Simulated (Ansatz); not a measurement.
Cost and result for the atomization energy of `[SiH3]/C=N\[SiH3]` (11 atoms, 10 bonds).

```json
{"atom": "Si1", "x (Å)": "-0.448", "y (Å)": "1.391", "z (Å)": "-0.875"}
{"atom": "C2", "x (Å)": "-1.192", "y (Å)": "0.222", "z (Å)": "0.441"}
{"atom": "N3", "x (Å)": "-0.630", "y (Å)": "-0.788", "z (Å)": "0.954"}
{"atom": "Si4", "x (Å)": "0.962", "y (Å)": "-1.435", "z (Å)": "0.646"}
{"atom": "H5", "x (Å)": "-0.141", "y (Å)": "0.606", "z (Å)": "-2.099"}
{"atom": "H6", "x (Å)": "-1.411", "y (Å)": "2.475", "z (Å)": "-1.196"}
{"atom": "H7", "x (Å)": "0.815", "y (Å)": "1.971", "z (Å)": "-0.348"}
{"atom": "H8", "x (Å)": "-2.215", "y (Å)": "0.451", "z (Å)": "0.786"}
{"atom": "H9", "x (Å)": "2.012", "y (Å)": "-0.429", "z (Å)": "0.966"}
{"atom": "H10", "x (Å)": "1.098", "y (Å)": "-1.836", "z (Å)": "-0.782"}
{"atom": "H11", "x (Å)": "1.150", "y (Å)": "-2.626", "z (Å)": "1.506"}
```

Total charge 0; spin multiplicity 1. The geometry is a stationary point of PBE0-D4/def2-TZVP. Program: Ansatz. All runs use 2 threads of an Arm Neoverse V1 on a shared host. Times are those of one run each, without the atoms' runs, and a repeat can differ threefold. Electronic energies, without spin–orbit coupling; frozen cores. CCSD(T)/CBS adds CCSD(T) − MP2 in def2-TZVPP to the MP2 limit, and its time is that of the two runs behind it. T1 = 0.014. B3LYP takes the VWN-RPA correlation (the form of Gaussian; ORCA's B3LYP/G). HSE06 is the plane-wave form, built on full-range PBE exchange.

CCSD(T)/CBS is a level of theory with its own doubt, some kJ/mol a heavy atom from the limit and from the frozen cores, so smaller differences don't rank the functionals.

```json
{"level": "LDA (SPW92)/def2-TZVPP", "functions": "244", "wall time": "2.2 s"}
{"level": "revPBE-D4/def2-TZVPP", "functions": "244", "wall time": "3.5 s"}
{"level": "CCSD(T)/def2-SVP", "functions": "99", "wall time": "4.4 s"}
{"level": "BHLYP-D4/def2-TZVPP", "functions": "244", "wall time": "5 s"}
{"level": "HSE06-D4/def2-TZVPP", "functions": "244", "wall time": "5.5 s"}
{"level": "B3LYP-D4/def2-TZVPP (with forces)", "functions": "244", "wall time": "8 s"}
{"level": "r2SCANh-D4/def2-TZVPP", "functions": "244", "wall time": "8 s"}
{"level": "PBE-QIDH/def2-TZVPP", "functions": "244", "wall time": "9 s"}
{"level": "ωB97X-V/def2-TZVPP", "functions": "244", "wall time": "13 s"}
{"level": "ωB97M-V/def2-TZVPP (with forces)", "functions": "244", "wall time": "19 s"}
{"level": "MP2/def2-QZVPP", "functions": "464", "wall time": "33 s"}
{"level": "CCSD(T)/def2-TZVPP", "functions": "244", "wall time": "9.1 min"}
{"level": "CCSD(T)/CBS(def2)", "functions": "–", "wall time": "9.7 min"}
```

(1) What atomization energy does each give, and how far from CCSD(T)/CBS? (Best estimate.)

## Answers

(1) Ansatz gave: 
| level | atomization (kJ/mol) | difference from CCSD(T)/CBS | per bond |
| --- | --- | --- | --- |
| LDA (SPW92)/def2-TZVPP | 4041.2 | 438.1 | 43.8 |
| revPBE-D4/def2-TZVPP | 3560.9 | -42.2 | -4.2 |
| CCSD(T)/def2-SVP | 3362.8 | -240.3 | -24.0 |
| BHLYP-D4/def2-TZVPP | 3537.2 | -65.9 | -6.6 |
| HSE06-D4/def2-TZVPP | 3575.9 | -27.2 | -2.7 |
| B3LYP-D4/def2-TZVPP (with forces) | 3620.6 | 17.5 | 1.8 |
| r2SCANh-D4/def2-TZVPP | 3571.3 | -31.8 | -3.2 |
| PBE-QIDH/def2-TZVPP | 3546.8 | -56.3 | -5.6 |
| ωB97X-V/def2-TZVPP | 3630.3 | 27.2 | 2.7 |
| ωB97M-V/def2-TZVPP (with forces) | 3614.1 | 11.0 | 1.1 |
| MP2/def2-QZVPP | 3567.0 | -36.1 | -3.6 |
| CCSD(T)/def2-TZVPP | 3501.8 | -101.3 | -10.1 |
| CCSD(T)/CBS(def2) | 3603.1 | 0.0 | 0.0 |

At CCSD(T), def2-SVP lies −240.3 kJ/mol from the extrapolated value and def2-TZVPP −101.3 kJ/mol: correlation converges slowly with the basis, and small sets miss more of it in the bonded molecule than in its fragments. From PBE to PBE0 (25 % exact exchange), in def2-TZVPP and without D4, the atomization energy moves by −46.5 kJ/mol: exact exchange takes away binding that semilocal exchange gives to molecules. In def2-TZVPP, CCSD(T) changes the Hartree–Fock value by +888.3 kJ/mol (the triples alone add +48.4 kJ/mol) and MP2 by +892.7 kJ/mol; breaking electron pairs costs correlation energy, which Hartree–Fock lacks.
